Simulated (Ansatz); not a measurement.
## Forces on a displaced structure

CH4SSn (SMILES [CH2]1[S][SnH2]1), singlet, displaced at random from a GFN2-xTB minimum.

```
7
angstrom
C -0.6537 -0.3794 -0.7460
S -0.1218 -1.4825 0.4132
Sn 0.5960 1.2762 0.3011
H -1.7911 -0.1326 -0.8463
H -0.2907 -0.6899 -1.9293
H 0.0182 1.0517 2.0595
H 2.1017 0.4122 0.5892
```

Program: Ansatz 0.2.0. Basis: def2-TZVPP. Cores are frozen in the correlated methods. Filled d shells of the heavier atoms are correlated. Core potentials replace the inner electrons of the atoms past krypton. The def2 sets are not built for correlating such inner shells, so the correlated values are less sure here.

CCSD(T) forces from the calculation:
| atom | Fx | Fy | Fz (eV/Å) |
| --- | --- | --- | --- |
| C1 | -1.459 | -0.908 | -4.430 |
| S2 | 0.252 | 0.173 | 0.712 |
| Sn3 | -0.327 | -1.398 | 1.377 |
| H4 | 2.108 | -0.011 | 0.666 |
| H5 | -0.594 | 1.424 | 3.258 |
| H6 | 0.202 | 0.396 | -1.250 |
| H7 | -0.182 | 0.324 | -0.333 |

(1) Which atom feels the largest CCSD(T) force, and how large is it?

T1 diagnostic: at most 0.017. The restricted Hartree–Fock reference is unstable towards an unrestricted one here. These are differences at one structure, and CCSD(T) in triple zeta is itself an approximation.

## Answers

(1) C1, 4.75 eV/Å, along (-0.31, -0.19, -0.93).

Root-mean-square difference of the force components from those of CCSD(T): PBE0-D4 0.202; wB97M-V 0.281; r2SCAN-D4 0.152; PBE-D4 0.207; BLYP-D4 0.284; SPW92 0.300 eV/Å.

For scale, one of the runs: CCSD(T)/def2-TZVPP forces, 179 basis functions (an equivalent command: `ansatz run in.yaml --threads 4`). Hardware: 4 CPU threads, shared host. Wall time 2.9 min; peak host memory 3.5 GiB.
